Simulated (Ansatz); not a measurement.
## Molecular dynamics of C₃H₈AlFO

input.yaml

```yaml
crystal:
  periodic: [false, false, false]
  atoms:
    - { symbol: C, position_ang: [-0.195222, 0.083186, 2.174923] }
    - { symbol: Al, position_ang: [0.748856, 0.65278, 0.591871] }
    - { symbol: C, position_ang: [0.804481, -0.628598, -0.890219] }
    - { symbol: C, position_ang: [-0.309261, 0.165916, -1.626288] }
    - { symbol: O, position_ang: [-1.563377, -0.446731, -1.947872] }
    - { symbol: F, position_ang: [-0.600348, 1.2712, -0.56286] }
    - { symbol: H, position_ang: [0.454784, -0.49546, 2.858266] }
    - { symbol: H, position_ang: [-1.063094, -0.566129, 1.951359] }
    - { symbol: H, position_ang: [-0.583561, 0.932651, 2.768079] }
    - { symbol: H, position_ang: [1.79048, 1.747885, 0.643339] }
    - { symbol: H, position_ang: [1.705463, -0.691736, -1.526522] }
    - { symbol: H, position_ang: [0.448751, -1.656524, -0.678969] }
    - { symbol: H, position_ang: [0.005728, 0.762876, -2.528631] }
    - { symbol: H, position_ang: [-1.656578, -1.160615, -1.197674] }
basis:
  gaussian: { orbitals: STO-3G }
hamiltonian:
  xc: revpbe
  dispersion: d4
md:
  timestep: 3.0
  n_steps: 40
  ensemble: nve
  temperature: 300.0
  initial_velocities: maxwell_boltzmann
  seed: 286707
```

Command:

```bash
$ ansatz run input.yaml --threads 1 --pin off --max-ram 2048MiB --backend cpu --events-out ev --progress --plain --runs-dir out
```

It starts from a relaxed structure.

Output, in part (warnings, step lines):

```
md step     0: t =     0.00 fs  T =   300.0 K  F+E_penalty+E_count = -14415.33786163 eV  E_kin = 0.465336 eV  conserved = -14414.87252564 eV  (24 SCF iters)
[... lines left out ...]
Error: SIGTERM received: run cancelled behind 1111 evaluations of the mean field
```

The steps, from the saved trajectory:

```
time (fs)     T (K)  potential energy less start (eV)  conserved less start (meV/atom)
      0.0       300                             0.000                             0.00
      3.0       169                             0.571                            26.30
      6.0        53                             0.981                            42.64
      9.0       180                             0.460                            19.58
     12.0       511                             1.059                            99.02
     15.0      1271                             3.661                           369.06
     18.0       304                             6.242                           446.36
     21.0      1128                             4.789                           433.82
     24.0      2642                             2.446                           434.20
     27.0   3201988                           106.599                        362342.90
     30.0  13164844                            24.925                       1460336.59
     33.0  13165222                            24.267                       1460331.56
     36.0  13166599                            22.033                       1460324.48
     39.0  13180081                            34.547                       1462712.07
     42.0  13250842                            30.067                       1470231.90
     45.0  13258567                            32.890                       1471289.47
     48.0  13257662                            33.990                       1471267.88
     51.0  13257699                            34.102                       1471279.89
     54.0  13257717                            34.558                       1471314.47
     57.0  13257878                            33.976                       1471290.75
     60.0  13257895                            35.325                       1471388.97
     63.0  13258678                            38.241                       1471683.99
     66.0  13257168                            40.453                       1471674.68
     69.0  13257586                            39.466                       1471650.51
     72.0  13268232                            45.723                       1473277.02
```

The run was cut off at its time limit. The conserved energy changed by up to 1.5e+06 meV per atom, so the integration failed: the time step of 3 fs is too long for the fastest motions that this run met, and the later frames carry no physical meaning.

Parted: C1–Al2 1.93 → 70.51 Å, C1–H7 1.11 → 926.54 Å, C1–H8 1.11 → 103.94 Å, C1–H9 1.11 → 71.00 Å, C3–H12 1.11 → 16.23 Å, O5–H14 1.04 → 1.98 Å. It ends as C + C2H3AlFO + H + H + H + H + H. Pairs count as bonded within 1.25 times the sum of covalent radii (0.12 Å more for H–H).

Last frame:

```xyz
14
Properties=species:S:1:pos:R:3
C -44.577 36.879 -40.520
Al 1.478 1.479 -0.556
C 1.144 -0.093 -1.785
C -0.368 0.301 -2.001
O -1.513 -0.531 -1.925
F -0.481 1.323 -0.549
H 530.932 -444.709 502.925
H -20.494 -16.377 45.424
H -3.543 6.996 9.125
H 1.756 1.858 0.996
H 1.450 -1.283 -1.650
H -4.418 -14.740 2.437
H -0.426 0.898 -2.404
H -1.210 -1.966 -0.591
```

Run time: 13 min on 1 thread of AMD EPYC 7R43 64-Core Processor (Zen 3) (shared host), peak memory 0.11 GiB.
